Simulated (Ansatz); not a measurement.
Isolated molecules relaxed with PBE0-D4/def2-TZVP in Ansatz; ΔE leaves out vibrations. CCSD(T)/CBS adds triple-zeta CCSD(T) − MP2 to the extrapolated MP2 energy (def2 sets, frozen cores). This one scheme is used for every species. Functionals use def2-TZVPP. B3LYP here is the variant with VWN-RPA as its local correlation; programs differ in this. One conformer a species, not always the lowest.

Consider the substitution at a C–C bond: `O=CC=O` + `O[SiH2][SiH3]` → `O=CO[SiH2][SiH3]` + `C=O`.

`O=CC=O`:

```xyz
6

O    -0.488   -1.648    0.067
C    -0.183   -0.564    0.474
C     0.183    0.564   -0.474
O     0.488    1.648   -0.067
H    -0.144   -0.300    1.549
H     0.144    0.300   -1.549
```

`O[SiH2][SiH3]`:

Cartesian coordinates in Å:
```
O -1.842 0.142 0.937
Si -0.827 -0.589 -0.145
Si 1.234 0.520 -0.330
H -1.537 0.231 1.841
H -0.567 -2.010 0.232
H -1.550 -0.570 -1.440
H 2.123 -0.212 -1.274
H 1.907 0.575 0.998
H 1.058 1.914 -0.820
```

`O=CO[SiH2][SiH3]`:

Cartesian coordinates in Å:
```
O 1.071 -1.674 0.049
C 1.248 -1.213 -1.046
O 0.998 0.045 -1.375
Si 0.394 1.075 -0.149
Si -1.420 0.111 0.973
H 1.635 -1.787 -1.899
H 0.025 2.283 -0.924
H 1.516 1.403 0.766
H -0.975 -0.601 2.195
H -2.116 -0.829 0.054
H -2.375 1.187 1.358
```

`C=O`:

Cartesian coordinates in Å:
```
C 0.004 -0.002 -0.001
O -1.006 0.566 0.289
H 0.092 -1.106 0.048
H 0.910 0.542 -0.336
```

Question: Is it downhill or uphill in electronic energy at CCSD(T)/CBS, and by how much? (An estimate is asked.)

Answer: The calculation gave: Downhill: ΔE = -37.8 kJ/mol.

Question: What do these levels give: BLYP-D4, B97M-V, B3LYP-D4, CAM-B3LYP-D4, ωB97M-V, BLYP, r2SCANh, r2SCAN0, LC-ωPBE, HF/def2-SVP, CCSD(T)/def2-SVP, SCS-MP2/def2-QZVPP? (Estimate.)

Answer: Ansatz gave: BLYP-D4 -45.5, B97M-V -43.5, B3LYP-D4 -44.5, CAM-B3LYP-D4 -44.6, ωB97M-V -43.8, BLYP -37.0, r2SCANh -45.1, r2SCAN0 -44.4, LC-ωPBE -41.6, HF/def2-SVP -56.9, CCSD(T)/def2-SVP -57.7, SCS-MP2/def2-QZVPP -36.7 kJ/mol.

Question: What do rigid-rotor, harmonic-oscillator terms from PBE0-D4/def2-TZVP frequencies (298.15 K, 1 bar) make of the CCSD(T)/CBS value? (Best estimate.)

Answer: The calculation gave: ΔZPE = +1.4 kJ/mol, ΔH = -36.3 kJ/mol, ΔS = -13 J/(mol·K), ΔG = -32.3 kJ/mol.

Largest T1 diagnostic among the species: 0.016.

At CCSD(T), def2-SVP lies −19.9 kJ/mol from the extrapolated value and def2-TZVPP −2.1 kJ/mol. Leaving LDA and LC-ωPBE aside and taking each functional with its dispersion term where it has one, the values, not all of them listed here, spread over 6.8 kJ/mol, from r2SCAN-D4 to B2PLYP. LDA lies −10.7 kJ/mol from PBE without D4.
